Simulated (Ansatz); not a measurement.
Stepwise reaction of `CCOB(Cl)Cl` with hydrogen, as a gas-phase model of exchange steps in deposition or etching. ΔE in kJ/mol.

Calculated with Ansatz (gas phase, PBE0-D4/def2-TZVP geometries, no zero-point term in ΔE). CCSD(T)/CBS adds triple-zeta CCSD(T) − MP2 to the extrapolated MP2 energy (def2 sets, frozen cores). This one scheme is used for every species. DFT in def2-TZVPP. B3LYP here is the variant with VWN-RPA as its local correlation; programs differ in this. One conformer a species, not always the lowest.

```csv
step,reaction,PBE-D4,B3LYP-D4,ωB97M-V,CCSD(T)/CBS
1,`CCOB(Cl)Cl` + H₂ → `CCOBCl` + HCl,63.9,58.9,60.1,58.1
2,`CCOBCl` + H₂ → `BOCC` + HCl,79.6,74.4,75.6,74.1
```

Question: By hand: ΔE of the 2 steps together at CCSD(T)/CBS.

Answer: (58.1) + (74.1) = 132.2 kJ/mol, or 66.1 kJ/mol a step.

In ΔE each step is higher than the one before. All are uphill at CCSD(T)/CBS. PBE-D4 differs from CCSD(T)/CBS by 5.5 to 5.8 kJ/mol a step. Isolated molecules leave out the surface, adducts and barriers. Largest T1 diagnostic: 0.013.
